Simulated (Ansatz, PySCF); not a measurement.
Torsion H4–O1–B2–F3 in BFH2O (SMILES OBF); at each angle all else is relaxed with GFN2-xTB, and the levels are single points there.
Geometry at 0° (charge 0, multiplicity 1):
```xyz
5

O      0.9397    -0.0055    -0.3759
B     -0.3246     0.3477    -0.2373
F     -0.9125     0.2471     0.9570
H      1.3852    -0.3259     0.4116
H     -0.9447     0.7484    -1.1410
```

Quantity: the energy at 90° less that at 0°.

On the grid 0° to 330°, 90° is the highest and 0° the lowest point at CCSD(T)/CBS(cc-pVTZ, cc-pVQZ).

Correlated levels freeze the cores. CBS(a, b) extrapolates the correlation energy as X⁻³ and adds the Hartree–Fock energy of set b.

Run with Ansatz (an electronic-structure program) with Gaussian orbitals; PySCF for the dispersion terms. Each number belongs to the level named beside it.

Costs are ratios of core time to PBE/def2-TZVPP (roughly 1.1 s), for whole runs (searches for the state included, and forces where a run took them) on one shared machine, so rough; each difference counts from 12.30 kcal/mol (CCSD(T)/CBS(cc-pVTZ, cc-pVQZ), a level with limits of its own).

A star marks coupled-cluster runs past 200 virtual orbitals, where the program's memory plan changes under this machine's limit, so their costs aren't comparable with smaller runs.

```csv
level,basis functions,cost,difference (kcal/mol)
SVWN5/def2-TZVPP,121,×0.8,-1.01
PBE/def2-TZVPP,121,×1,-0.53
PBE-D3(BJ)/def2-TZVPP,121,×1,-0.51
BLYP-D3(BJ)/def2-TZVPP,121,×1,-0.70
PBE0-D3(BJ)/def2-TZVPP,121,×1,-0.47
CCSD(T)/cc-pVDZ,52,×1,2.28
B3LYP-D3(BJ)/def2-TZVPP,121,×1,-0.69
r2SCAN/def2-TZVPP,121,×2,-0.46
r2SCAN-D3(BJ)/def2-TZVPP,121,×2,-0.45
wB97M-V/def2-TZVPP,121,×3,-0.50
CCSD(T)/cc-pVTZ,118,×10,0.43
CCSD(T)/cc-pVQZ,225,×500*,0.12
```

The cheapest listed level whose difference stays within 0.25 kcal/mol: CCSD(T)/cc-pVQZ (0.12 kcal/mol, cost ×500).
